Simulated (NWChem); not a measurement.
Everything below was run with NWChem. System: H₂Se, charge 1, spin multiplicity 2, at the geometry of a parent with another charge or spin, in a state set for the comparison that need not be this species' ground state. Its SCF solution wasn't tested for a lower state. Level: UPBE/cc-pVTZ.

The NWChem input:

```
start mol
memory heap 200 mb stack 900 mb global 1100 mb
charge 1
geometry units angstroms nocenter noautoz
  Se     0.000000     0.000000    -0.057981
  H      1.053918     0.000000     0.985674
  H     -1.053918     0.000000     0.985674
  symmetry group C2v
end
basis spherical
  * library cc-pvtz
end
dft
  xc xpbe96 cpbe96
  odft
  mult 2
  semidirect memsize 60000000 filesize 0
  iterations 100
end
task dft energy
```

NWChem printed:

```
             Northwest Computational Chemistry Package (NWChem) 7.3.0
             --------------------------------------------------------

                                NWChem Input Module
                                -------------------

 Scaling coordinates for geometry "geometry" by  1.889725989
 (inverse scale =  0.529177249)

 Turning off AUTOSYM since
 SYMMETRY directive was detected!

                             Geometry "geometry" -> ""
                             -------------------------

 Output coordinates in angstroms (scale by  1.889725989 to convert to a.u.)

  No.       Tag          Charge          X              Y              Z
 ---- ---------------- ---------- -------------- -------------- --------------
    1 Se                  34.0000     0.00000000     0.00000000    -0.05798100
    2 H                    1.0000     1.05391800     0.00000000     0.98567400
    3 H                    1.0000    -1.05391800     0.00000000     0.98567400

 Effective nuclear repulsion energy (a.u.)      24.5117224838

            Nuclear Dipole moment (a.u.)
            ----------------------------
        X                 Y               Z
 ---------------- ---------------- ----------------
     0.0000000000     0.0000000000    -0.0000113384

      Symmetry information
      --------------------

 Group name             C2v
 Group number             16
 Group order               4
 No. of unique centers     2

      Symmetry unique atoms

     1    2


 Summary of "ao basis" -> "" (spherical)
 ------------------------------------------------------------------------------
       Tag                 Description            Shells   Functions and Types
 ---------------- ------------------------------  ------  ---------------------
 *                          cc-pvtz                   on all atoms

  pbe96 is a nonlocal functional; adding pw91lda local functional.

                                 NWChem DFT Module
                                 -----------------

 Summary of "ao basis" -> "ao basis" (spherical)
 ------------------------------------------------------------------------------
       Tag                 Description            Shells   Functions and Types
 ---------------- ------------------------------  ------  ---------------------
 Se                         cc-pvtz                 15       43   6s5p3d1f
 H                          cc-pvtz                  6       14   3s2p1d

 Summary of "ao basis" -> "ao basis" (spherical)
 ------------------------------------------------------------------------------
       Tag                 Description            Shells   Functions and Types
 ---------------- ------------------------------  ------  ---------------------
 Se                         cc-pvtz                 15       43   6s5p3d1f
 H                          cc-pvtz                  6       14   3s2p1d

      Symmetry analysis of basis
      --------------------------

        a1         29
        a2          8
        b1         20
        b2         14

            General Information
            -------------------
          SCF calculation type: DFT
          Wavefunction type:  spin polarized.
          No. of atoms     :     3
          No. of electrons :    35
           Alpha electrons :    18
            Beta electrons :    17
          Charge           :     1
          Spin multiplicity:     2
          Use of symmetry is: on ; symmetry adaption is: on
          Maximum number of iterations: 100
          AO basis - number of functions:    71
                     number of shells:    27
          Convergence on energy requested:  1.00D-06
          Convergence on density requested:  1.00D-05
          Convergence on gradient requested:  5.00D-04

              XC Information
              --------------
          PerdewBurkeErnzerhof Exchange Functional  1.000
            Perdew 1991 LDA Correlation Functional  1.000 local
           PerdewBurkeErnz. Correlation Functional  1.000 non-local

             Grid Information
             ----------------
          Grid used for XC integration:  medium
          Radial quadrature: Mura-Knowles
          Angular quadrature: Lebedev.
          Tag              B.-S. Rad. Rad. Pts. Rad. Cut. Ang. Pts.
          ---              ---------- --------- --------- ---------
          Se                  1.15      112           7.0       590
          H                   0.35       45           8.0       434
          Grid pruning is: on
          Number of quadrature shells:   157
          Spatial weights used:  Erf1

          Convergence Information
          -----------------------
          Convergence aids based upon iterative change in
          total energy or number of iterations.
          Levelshifting, if invoked, occurs when the
          HOMO/LUMO gap drops below (HL_TOL):  1.00D-02
          DIIS, if invoked, will attempt to extrapolate
          using up to (NFOCK): 10 stored Fock matrices.

                    Damping( 0%)  Levelshifting(0.5)       DIIS
                  --------------- ------------------- ---------------
          dE  on:    start            ASAP                start
          dE off:    2 iters        100 iters           100 iters

      Screening Tolerance Information
      -------------------------------
          Density screening/tol_rho:  1.00D-10
          AO Gaussian exp screening on grid/accAOfunc:  14
          CD Gaussian exp screening on grid/accCDfunc:  20
          XC Gaussian exp screening on grid/accXCfunc:  20
          Schwarz screening/accCoul:  1.00D-08

      Superposition of Atomic Density Guess
[...]
    45      0.200891  2 H  s                 59     -0.200891  3 H  s
    44      0.132161  2 H  s                 58     -0.132161  3 H  s
    19      0.094456  1 Se px                46      0.064600  2 H  s
    60     -0.064600  3 H  s                 25      0.059216  1 Se d  1

 Vector   17  Occ=1.000000D+00  E=-6.305324D-01  Symmetry=a1
              MO Center=  8.9D-16,  5.7D-16,  3.1D-03, r^2= 1.7D+00
   Bfn.  Coefficient  Atom+Function         Bfn.  Coefficient  Atom+Function
  ----- ------------  ---------------      ----- ------------  ---------------
    15      0.466393  1 Se pz                 4     -0.249271  1 Se s
    18      0.246329  1 Se pz                45      0.162701  2 H  s
    59      0.162701  3 H  s                  6     -0.159136  1 Se s
     5     -0.132374  1 Se s                 21      0.127573  1 Se pz
    44      0.100859  2 H  s                 58      0.100859  3 H  s

 Vector   18  Occ=1.000000D+00  E=-5.693510D-01  Symmetry=b2
              MO Center= -4.4D-15, -2.1D-15, -4.2D-03, r^2= 1.5D+00
   Bfn.  Coefficient  Atom+Function         Bfn.  Coefficient  Atom+Function
  ----- ------------  ---------------      ----- ------------  ---------------
    14      0.637611  1 Se py                17      0.307619  1 Se py
    20      0.219287  1 Se py                33      0.028897  1 Se d -1

 Vector   19  Occ=0.000000D+00  E=-3.083576D-01  Symmetry=b1
              MO Center= -2.7D-14, -1.1D-16,  2.5D-01, r^2= 2.7D+00
   Bfn.  Coefficient  Atom+Function         Bfn.  Coefficient  Atom+Function
  ----- ------------  ---------------      ----- ------------  ---------------
    19      0.582639  1 Se px                46     -0.565856  2 H  s
    60      0.565856  3 H  s                 13      0.440456  1 Se px
    45     -0.273801  2 H  s                 59      0.273801  3 H  s
    16      0.217857  1 Se px                35      0.169267  1 Se d  1
    44     -0.131844  2 H  s                 58      0.131844  3 H  s

 Vector   20  Occ=0.000000D+00  E=-2.753269D-01  Symmetry=a1
              MO Center=  5.8D-14, -7.8D-16,  5.4D-01, r^2= 3.4D+00
   Bfn.  Coefficient  Atom+Function         Bfn.  Coefficient  Atom+Function
  ----- ------------  ---------------      ----- ------------  ---------------
    46     -0.779177  2 H  s                 60     -0.779177  3 H  s
     6      0.718971  1 Se s                 21      0.617674  1 Se pz
    15      0.398685  1 Se pz                 4      0.314505  1 Se s
    45     -0.243542  2 H  s                 59     -0.243542  3 H  s
     5      0.187635  1 Se s                 18      0.185267  1 Se pz

 Vector   21  Occ=0.000000D+00  E=-9.679238D-02  Symmetry=a1
              MO Center= -4.0D-14, -1.6D-14,  6.9D-01, r^2= 3.2D+00
   Bfn.  Coefficient  Atom+Function         Bfn.  Coefficient  Atom+Function
  ----- ------------  ---------------      ----- ------------  ---------------
     4      0.597901  1 Se s                 36      0.520316  1 Se d  2
     6     -0.514972  1 Se s                 46     -0.506640  2 H  s
    60     -0.506640  3 H  s                 45      0.394667  2 H  s
    59      0.394667  3 H  s                  3      0.360661  1 Se s
    21     -0.224058  1 Se pz                 5      0.158694  1 Se s

                     DFT Final Beta Molecular Orbital Analysis
                     -----------------------------------------

 Vector   15  Occ=1.000000D+00  E=-9.619538D-01  Symmetry=a1
              MO Center=  3.4D-16, -9.2D-17,  2.4D-01, r^2= 1.1D+00
   Bfn.  Coefficient  Atom+Function         Bfn.  Coefficient  Atom+Function
  ----- ------------  ---------------      ----- ------------  ---------------
     4      0.544714  1 Se s                  5      0.319185  1 Se s
     6      0.166366  1 Se s                 45      0.105211  2 H  s
    59      0.105211  3 H  s                 44      0.072950  2 H  s
    58      0.072950  3 H  s                  3     -0.067144  1 Se s
    15      0.051066  1 Se pz                18      0.050666  1 Se pz

 Vector   16  Occ=1.000000D+00  E=-6.724208D-01  Symmetry=b1
              MO Center=  1.3D-15,  6.3D-15,  4.7D-01, r^2= 1.6D+00
   Bfn.  Coefficient  Atom+Function         Bfn.  Coefficient  Atom+Function
  ----- ------------  ---------------      ----- ------------  ---------------
    13      0.397234  1 Se px                16      0.231030  1 Se px
    45      0.221927  2 H  s                 59     -0.221927  3 H  s
    44      0.136724  2 H  s                 58     -0.136724  3 H  s
    19      0.088354  1 Se px                46      0.071906  2 H  s
    60     -0.071906  3 H  s                 25      0.060082  1 Se d  1

 Vector   17  Occ=1.000000D+00  E=-6.179109D-01  Symmetry=a1
              MO Center= -4.6D-15, -4.9D-16, -2.5D-02, r^2= 1.7D+00
   Bfn.  Coefficient  Atom+Function         Bfn.  Coefficient  Atom+Function
  ----- ------------  ---------------      ----- ------------  ---------------
    15      0.445834  1 Se pz                 4     -0.258765  1 Se s
    18      0.246512  1 Se pz                 6     -0.186420  1 Se s
    45      0.173755  2 H  s                 59      0.173755  3 H  s
     5     -0.144935  1 Se s                 21      0.124914  1 Se pz
    44      0.100986  2 H  s                 58      0.100986  3 H  s

 Vector   18  Occ=0.000000D+00  E=-5.000569D-01  Symmetry=b2
              MO Center= -1.4D-15,  1.3D-15, -5.7D-03, r^2= 1.6D+00
   Bfn.  Coefficient  Atom+Function         Bfn.  Coefficient  Atom+Function
  ----- ------------  ---------------      ----- ------------  ---------------
    14      0.583144  1 Se py                17      0.315982  1 Se py
    20      0.268140  1 Se py                11     -0.029408  1 Se py
    51      0.028715  2 H  py                65      0.028715  3 H  py

 Vector   19  Occ=0.000000D+00  E=-3.017685D-01  Symmetry=b1
              MO Center= -3.1D-14, -1.2D-16,  2.2D-01, r^2= 2.7D+00
   Bfn.  Coefficient  Atom+Function         Bfn.  Coefficient  Atom+Function
  ----- ------------  ---------------      ----- ------------  ---------------
    19      0.597554  1 Se px                46     -0.572738  2 H  s
    60      0.572738  3 H  s                 13      0.444518  1 Se px
    45     -0.270014  2 H  s                 59      0.270014  3 H  s
    16      0.224614  1 Se px                35      0.164294  1 Se d  1
    44     -0.129483  2 H  s                 58      0.129483  3 H  s

 Vector   20  Occ=0.000000D+00  E=-2.628383D-01  Symmetry=a1
              MO Center=  7.7D-14, -7.8D-17,  5.8D-01, r^2= 3.5D+00
   Bfn.  Coefficient  Atom+Function         Bfn.  Coefficient  Atom+Function
  ----- ------------  ---------------      ----- ------------  ---------------
    46     -0.828872  2 H  s                 60     -0.828872  3 H  s
     6      0.759789  1 Se s                 21      0.644138  1 Se pz
    15      0.396743  1 Se pz                 4      0.325471  1 Se s
    45     -0.232572  2 H  s                 59     -0.232572  3 H  s
     5      0.210860  1 Se s                 18      0.187937  1 Se pz

   alpha - beta orbital overlaps
   -----------------------------

   alpha      1      2      3      4      5      6      7      8      9     10
    beta      1      2      4      3      5      6      7      8      9     10
 overlap   1.000  1.000  1.000  1.000  1.000  1.000  1.000  1.000  1.000  0.950

   alpha     11     12     13     14     15     16     17     18     19     20
    beta     11     13     12     14     15     16     17     18     19     20
 overlap   1.000  1.000  1.000  0.950  0.999  1.000  0.999  0.999  1.000  0.997

   alpha     21     22     23     24     25     26     27     28     29     30
    beta     21     22     23     26     25     27     24     28     29     30
 overlap   0.898  1.000  0.886  0.999  0.978  0.978  0.967  1.000  0.993  0.997

   alpha     31     32     33     34     35     36     37     38     39     40
    beta     31     32     33     34     35     36     37     38     39     40
 overlap   0.999  0.999  0.998  0.998  0.998  0.995  0.994  1.000  0.992  0.994

   alpha     41     42     43     44     45     46     47     48     49     50
    beta     41     42     43     45     44     46     48     47     49     50
 overlap   0.994  1.000  0.995  0.995  0.999  0.998  1.000  1.000  0.999  0.995

   alpha     51     52     53     54     55     56     57     58     59     60
    beta     51     52     53     54     55     56     57     58     59     60
 overlap   0.995  1.000  1.000  1.000  0.999  1.000  1.000  0.999  1.000  1.000

   alpha     61     62     63     64     65     66     67     68     69     70
    beta     61     62     63     64     65     66     67     68     69     70
 overlap   1.000  1.000  1.000  1.000  1.000  1.000  1.000  1.000  1.000  1.000

   alpha     71
    beta     71
 overlap   1.000

     --------------------------
     Expectation value of S2:
     --------------------------
      <S2> =      0.7534 (Exact =     0.7500)

 center of mass
 --------------
 x =   0.00000000 y =   0.00000000 z =  -0.06045026

 moments of inertia (a.u.)
 ------------------
           7.644933205458           0.000000000000           0.000000000000
           0.000000000000          15.640079932242           0.000000000000
           0.000000000000           0.000000000000           7.995146726783

     Multipole analysis of the density
     ---------------------------------

     L   x y z        total         alpha         beta         nuclear
     -   - - -        -----         -----         ----         -------
     0   0 0 0      1.000000    -18.000000    -17.000000     36.000000

     1   1 0 0      0.000000     -0.000000      0.000000      0.000000
     1   0 1 0     -0.000000     -0.000000      0.000000      0.000000
     1   0 0 1      0.537533      0.298218      0.239326     -0.000011

     2   2 0 0    -10.067031     -9.444973     -8.555128      7.933070
     2   1 1 0     -0.000000     -0.000000     -0.000000      0.000000
     2   1 0 1     -0.000000      0.000000     -0.000000      0.000000
     2   0 2 0    -11.787845     -7.576235     -4.211610      0.000000
     2   0 1 1      0.000000     -0.000000      0.000000      0.000000
     2   0 0 2    -10.766737     -9.484909     -8.628962      7.347135

 Task  times  cpu:        8.1s     wall:        8.1s

 Total times  cpu:        8.1s     wall:        8.1s
```
